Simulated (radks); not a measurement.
Results of a calculation; reference values are marked as such.
Question: These are the eigenvalues of the occupied orbitals of an atom or ion with whole-number occupations (Ry). Code: a radial shooting solver on a logarithmic mesh with Libxc functionals. Model: Dirac Kohn-Sham, PBE, spin-unpolarised, spherical densities, finite nucleus; Fermi nuclear charge, rms radius of each element as measured or else 0.836 A^(1/3) + 0.57 fm.

1s1/2: -3188.101
2s1/2: -516.6359
2p1/2: -488.8574
2p3/2: -450.6370
3s1/2: -113.2674
3p1/2: -101.4010
3p3/2: -93.77274
3d3/2: -73.10101
3d5/2: -71.45265
4s1/2: -23.68981
4p1/2: -19.20590
4p3/2: -17.54329
4d3/2: -10.16665
4d5/2: -9.87124
5s1/2: -4.16528
5p1/2: -2.93496
5p3/2: -2.69519
4f5/2: -1.47970
5d3/2: -1.11463

Which element is it, and in what charge state? The configuration may be excited.

Answer: Z = 60, neodymium, charge +2: Nd2+ in [Xe] 4f(5/2: 3, 7/2: 0) 5d(3/2: 1, 5/2: 0). The list shows which subshells hold electrons but not how many an open one holds; the 1s level, -1594.1 hartree, gives Z - s = 56.5 by -(Z - s)^2/2, which with screening and relativity narrows Z to a few neighbours, and the depths of the outer levels then fix element, charge and occupations together.
